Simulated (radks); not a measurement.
Initial-state core-level shifts of neutral tin when its valence configuration changes from [Kr] 4d10 5s2 5p2. Calculated with a radial shooting solver on a logarithmic mesh with Libxc functionals: scalar-relativistic Kohn-Sham, PBE, spin-polarised, spherical densities, point nucleus; open shells are filled with parallel spins first (spin-orbit coupling, left out, can overturn this in heavy ions). Shifts are changes of the shell-averaged eigenvalues in eV (positive: less bound).

valence,1s,2s,2p,3p
4d10 5p4,-3.047,-2.981,-2.976,-3.020
4d10 5s1 5p3,-1.137,-1.112,-1.109,-1.139
4d9 5s2 5p3,-7.543,-7.952,-7.929,-7.680
4d9 5s1 5p4,-9.049,-9.435,-9.408,-9.180
4d8 5s2 5p4,-15.664,-16.539,-16.491,-15.911
4d9.5 5s2 5p2.5,-3.751,-3.947,-3.936,-3.821
4d9.5 5s0.5 5p4,-6.002,-6.155,-6.139,-6.057
4d9.5 5s1.5 5p3,-4.302,-4.487,-4.474,-4.373
